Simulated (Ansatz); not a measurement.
Abridged output of a molecular run in Ansatz:

```
Functional definition: HF
  name "HF"
  cite "Fock, Z. Phys. 61, 126 (1930) doi:10.1007/BF01340294"
  parent pbe
  exchange = exact_x
  correlation = 0
1685 factors; integrals over basis functions are off by at most 8.6e-4 eV
mean field evaluation 1: about -16463.2352 eV, gradient 4.5e1 eV
mean field evaluation 2: about -16463.5050 eV, gradient 4.6e1 eV
mean field evaluation 4: about -16467.8992 eV, gradient 4.3e0 eV
mean field evaluation 8: about -16467.9699 eV, gradient 2.3e-1 eV
mean field -16467.97016125 eV, -605.1867410349 hartree, gradient 5.6e-6 eV, S^2 0.000000; 0 other end points of the search recorded, 0 dependent functions left out
10 core orbitals not correlated: weight in the atoms' cores, before any rotation towards them, 1.000 or more for the frozen orbitals, at most 0.000 for the correlated occupied ones
reference -16467.97016125 eV, -605.1867410349 hartree; 18, 18 occupied and 253, 253 virtual orbitals, 1685 factors
second order -30.22430166 eV of doubles, -0.00000000 eV of singles
cycle   1  -30.43946560 eV  change   -2.2e-1 eV  update   1.1e-1
cycle   2  -31.09618295 eV  change   -6.6e-1 eV  update   3.3e-2
cycle   3  -31.25120111 eV  change   -1.6e-1 eV  update   1.6e-2
cycle   4  -31.23722154 eV  change    1.4e-2 eV  update   3.9e-3
cycle   5  -31.23605800 eV  change    1.2e-3 eV  update   1.6e-3
cycle   6  -31.23717669 eV  change   -1.1e-3 eV  update   4.3e-4
cycle   7  -31.23713251 eV  change    4.4e-5 eV  update   1.5e-4
cycle   8  -31.23704466 eV  change    8.8e-5 eV  update   4.6e-5
cycle   9  -31.23705551 eV  change   -1.1e-5 eV  update   1.8e-5
perturbative correction -1.12126483 eV, -0.0412057226 hartree
Total energy: -16500.32848159 eV, -606.3758873741 hartree
```

Its atoms:

Z-matrix (Å, degrees):
```
C
C 1 1.493
Si 1 1.856 2 110.7
H 1 1.095 2 111.1 3 -119.8
H 1 1.096 2 111.5 3 120.3
C 2 1.327 1 125.1 3 103.3
H 2 1.088 1 115.9 3 -74.3
F 3 1.590 1 109.4 2 58.6
F 3 1.590 1 109.9 2 175.6
H 3 1.476 1 114.0 2 -62.7
H 6 1.083 2 121.3 1 -178.0
H 6 1.086 2 121.7 1 2.4
```

**Question.** Which basis set was used?
A. def2-TZVPP
B. def2-SVP
C. cc-pV(D+d)Z
D. cc-pV(Q+d)Z

**Answer.** A. It gives 281 functions.

**Question.** Write the keys of the input that set method, charge and spin (a neutral closed shell needs none for the last two).

**Answer.** 
```yaml
correlation: {method: ccsd_t}
```
